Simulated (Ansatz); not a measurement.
`[F][SbH][AlH2]` and `[F][SbH][SeH]` differ in one atom or group.

Ansatz, PBE0-D4/def2-TZVP geometries, multiplicity 1. Each molecule was computed in one conformer, which needn't be the lowest.

Elements past krypton have def2 core potentials. Scalar relativity is left out up to krypton.

| property | `[F][SbH][AlH2]` |
| --- | --- |
| HOMO–LUMO gap (PBE/def2-TZVPP) / eV | 3.07 |
| HOMO energy (ωB97M-V/def2-TZVPP) / eV | -8.83 |
| HOMO energy (PBE/def2-TZVPP) / eV | -5.89 |
| HOMO energy (PBE0/def2-TZVPP) / eV | -6.90 |
| HOMO–LUMO gap (ωB97M-V/def2-TZVPP) / eV | 8.39 |
| zero-point energy (PBE0-D4/def2-TZVP) / kJ/mol | 56.9 |

Task: What does the change do to each property? (An estimate is asked.)

Result: Computed: 
```json
{"property": "HOMO–LUMO gap (PBE/def2-TZVPP) / eV", "`[F][SbH][SeH]`": "4.07", "shift": "1.00"}
{"property": "HOMO energy (ωB97M-V/def2-TZVPP) / eV", "`[F][SbH][SeH]`": "-9.58", "shift": "-0.75"}
{"property": "HOMO energy (PBE/def2-TZVPP) / eV", "`[F][SbH][SeH]`": "-6.30", "shift": "-0.41"}
{"property": "HOMO energy (PBE0/def2-TZVPP) / eV", "`[F][SbH][SeH]`": "-7.45", "shift": "-0.55"}
{"property": "HOMO–LUMO gap (ωB97M-V/def2-TZVPP) / eV", "`[F][SbH][SeH]`": "9.88", "shift": "1.49"}
{"property": "zero-point energy (PBE0-D4/def2-TZVP) / kJ/mol", "`[F][SbH][SeH]`": "44.8", "shift": "-12.1"}
```

With PBE0 the HOMO falls by 0.55 eV and the LUMO rises by 0.61 eV, so the gap widens by about 1.16 eV. PBE moves the HOMO by -0.41 eV and ωB97M-V by -0.75 eV. The zero-point energy changes by -12.1 kJ/mol with -3 modes.

Spin–orbit coupling is left out; it splits and shifts lone-pair levels of the heavy atoms by tenths of an eV.
